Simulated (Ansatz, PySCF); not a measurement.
C₃H₈BrNSi, SMILES N[Si](Br)(C)C=C.

Geometry: B3LYP-D3(BJ)/def2-SVP. One conformer was computed; it need not be the lowest.

Vertical ionisation energy (IE) and electron affinity (EA) in eV. Rows of orbital energies are one-electron estimates. Where ΔSCF, EOM or ADC give a negative EA the extra electron is unbound and the value depends on the basis.

```json
[
 {"level": "−ε(HOMO), −ε(LUMO), M06-2X/def2-TZVP (PySCF)", "IE": "[?]", "EA": "[?]"},
 {"level": "ΔSCF, PBE0/def2-SVPD (Ansatz), final states of multiplicity 2 and 2", "IE": "9.38", "EA": "-0.98"}
]
```

Problem. Fill in the missing entries. (An estimate is asked for; the answer gives what the named calculation found.)

Solution. 
- −ε(HOMO), −ε(LUMO), M06-2X/def2-TZVP (PySCF), IE: 8.81
- −ε(HOMO), −ε(LUMO), M06-2X/def2-TZVP (PySCF), EA: -0.22

Problem. What vertical singlet–triplet gap does ΔSCF give with PBE0/def2-SVPD (Ansatz, an electronic-structure program)? (Estimate from the structure and the level; the computed values follow.)

Solution. 4.08 eV (triplet above singlet where positive).
